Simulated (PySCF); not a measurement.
A calculated (LDA, PySCF 2.14, aug-cc-pVDZ-DK, the spin-free X2C one-electron Hamiltonian (Gaussian nucleus)) atom or ion has these occupied shells.

```json
{"shell": "1s α", "electrons": "1", "orbital energy (eV)": "-7569.2", "rms radius, mean of both spins (bohr)": "0.0649"}
{"shell": "1s β", "electrons": "1", "orbital energy (eV)": "-7569.1", "rms radius, mean of both spins (bohr)": "0.0649"}
{"shell": "2s α", "electrons": "1", "orbital energy (eV)": "-897.28", "rms radius, mean of both spins (bohr)": "0.278"}
{"shell": "2s β", "electrons": "1", "orbital energy (eV)": "-895.66", "rms radius, mean of both spins (bohr)": "0.278"}
{"shell": "2p α", "electrons": "3", "orbital energy (eV)": "-769.71", "rms radius, mean of both spins (bohr)": "0.249"}
{"shell": "2p β", "electrons": "3", "orbital energy (eV)": "-768.45", "rms radius, mean of both spins (bohr)": "0.249"}
{"shell": "3s α", "electrons": "1", "orbital energy (eV)": "-102.98", "rms radius, mean of both spins (bohr)": "0.834"}
{"shell": "3s β", "electrons": "1", "orbital energy (eV)": "-99.692", "rms radius, mean of both spins (bohr)": "0.834"}
{"shell": "3p α", "electrons": "3", "orbital energy (eV)": "-66.607", "rms radius, mean of both spins (bohr)": "0.890"}
{"shell": "3p β", "electrons": "3", "orbital energy (eV)": "-63.405", "rms radius, mean of both spins (bohr)": "0.890"}
{"shell": "3d α", "electrons": "5", "orbital energy (eV)": "-9.493", "rms radius, mean of both spins (bohr)": "1.24"}
{"shell": "3d β", "electrons": "2", "orbital energy (eV)": "-6.939", "rms radius, mean of both spins (bohr)": "1.24"}
{"shell": "4s α", "electrons": "1", "orbital energy (eV)": "-5.915", "rms radius, mean of both spins (bohr)": "3.12"}
{"shell": "4s β", "electrons": "1", "orbital energy (eV)": "-5.360", "rms radius, mean of both spins (bohr)": "3.12"}
```

(1) Name the element and its charge.

## Answers

(1) Co (cobalt, neutral), in [Ar] 3d7 4s2, high-spin 4F determinant.
